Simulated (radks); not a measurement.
Charge is removed step by step from the 3p level of neutral calcium, starting from [Ar] 4s2. Method: non-relativistic Kohn-Sham, PBE, spin-unpolarised, spherical densities, point nucleus; computed with a radial shooting solver on a logarithmic mesh with Libxc functionals.

removed (e) = 0: E - E(0) (eV) 0.000; eigenvalue (eV) -28.059; E minus straight line (eV) 0.000
removed (e) = 0.125: E - E(0) (eV) 3.606; eigenvalue (eV) -29.646; E minus straight line (eV) -0.734
removed (e) = 0.25: E - E(0) (eV) 7.413; eigenvalue (eV) -31.273; E minus straight line (eV) -1.266
removed (e) = 0.375: E - E(0) (eV) 11.426; eigenvalue (eV) -32.936; E minus straight line (eV) -1.593
removed (e) = 0.5: E - E(0) (eV) 15.649; eigenvalue (eV) -34.632; E minus straight line (eV) -1.711
removed (e) = 0.625: E - E(0) (eV) 20.085; eigenvalue (eV) -36.361; E minus straight line (eV) -1.614
removed (e) = 0.75: E - E(0) (eV) 24.740; eigenvalue (eV) -38.120; E minus straight line (eV) -1.299
removed (e) = 0.875: E - E(0) (eV) 29.616; eigenvalue (eV) -39.908; E minus straight line (eV) -0.762
removed (e) = 1: E - E(0) (eV) 34.718; eigenvalue (eV) -41.723; E minus straight line (eV) 0.000

Removing the whole electron costs 34.718 eV by Delta-SCF, against 28.059 eV from minus the eigenvalue at the starting occupation. Slater's transition state (half an electron removed) gives 34.632 eV. Integrating minus the eigenvalue over the occupation (Janak's theorem) gives 34.718 eV. The mean slope of the eigenvalue, de/dn, is 13.7 eV per electron.
